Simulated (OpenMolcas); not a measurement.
**Ir5+: moving or changing the point charges**

Ir5+ among 5 point charges of -2 e arranged as a trigonal bipyramid (D3h), 2.26 Å from the ion, with the axial distance 2.599 Å.

```json
{
  "Program": "OpenMolcas 26.06",
  "Method": "SS-CASPT2, IPEA 0.25 Eh, imaginary shift 0.1 Eh (closed shells correlated: 4f 5s 5p)",
  "Basis": "ANO-RCC-VDZP [7s6p4d2f]",
  "Scalar Hamiltonian": "DKH2, point nucleus",
  "Active space": "4 electrons in 5 orbitals (5d)",
  "State averaging": "2S+1 = 5 even, 5 roots; 2S+1 = 3 even, 45 roots; 2S+1 = 1 even, 50 roots",
  "Spin-orbit coupling": "RASSI with atomic mean-field integrals over the reference wave functions"
}
```

Runs around this geometry, states (labels of D3, the rotations of D3h). Energies in cm-1 above the lowest state or level, χT in cm3 K/mol.

| R (Å) | q (e) | Axial / equatorial distance | Ground state | First state of that spin | First gap with spin-orbit (degeneracies) | χT at 300 K | First state of another spin |
| --- | --- | --- | --- | --- | --- | --- | --- |
| 2.26 | -2 | 1.06 | 5A1 | 5E 2990 | 5550 (1, 2) | 0.042 | 3A2 19160 |
| 2.26 | -1.3 | 1.15 | 5E | 5A1 7 | 5700 (1, 1) | 0.039 | 3A2 18470 |
| 2.16 | -2 | 1.15 | 5A1 | 5E 270 | 5510 (1, 1) | 0.041 | 3A2 17680 |
| 2.26 | -2 | 1.15 | 5A1 | 5E 73 | 5550 (1, 1) | 0.040 | 3A2 17990 |
| 2.47 | -2 | 1.15 | 5E | 5A1 160 | 5650 (1, 1) | 0.039 | 3A2 18550 |

The ground state changes within this set.

Roots that are degenerate in the reference are averaged as groups; the widest CASPT2 spread within a group is 150 cm-1 (the 2-fold group of multiplicity 5 near 0 cm-1 above the lowest state of its run, R = 2.26, q = -1.3, ratio = 1.15). Shifts and gaps below about the spread of the groups concerned are not significant. Point charges give a weaker field than real ligands, and real ions of this kind are as a rule low spin; the high spin found here belongs to the model. The ground term spreads over less than 5000 cm-1, several times less than with real ligands, so orbital moments are less quenched and χT lies further from the spin-only value than at real sites. Free-ion shares, where given, are those of the reference states; single-state CASPT2 does not remix them. Spin-orbit coupling mixes the spin-free states strongly: the lowest level takes only 22 % from its leading state, 5E, which lies 3637 cm-1 above the lowest spin-free state (figures for R = 2.26, q = -2, ratio = 1.06; the like holds for R = 2.26, q = -1.3, ratio = 1.15, R = 2.16, q = -2, ratio = 1.15, R = 2.26, q = -2, ratio = 1.15, R = 2.47, q = -2, ratio = 1.15). This is an electrostatic model: the charges have no orbitals. No measured value stands beside these numbers.
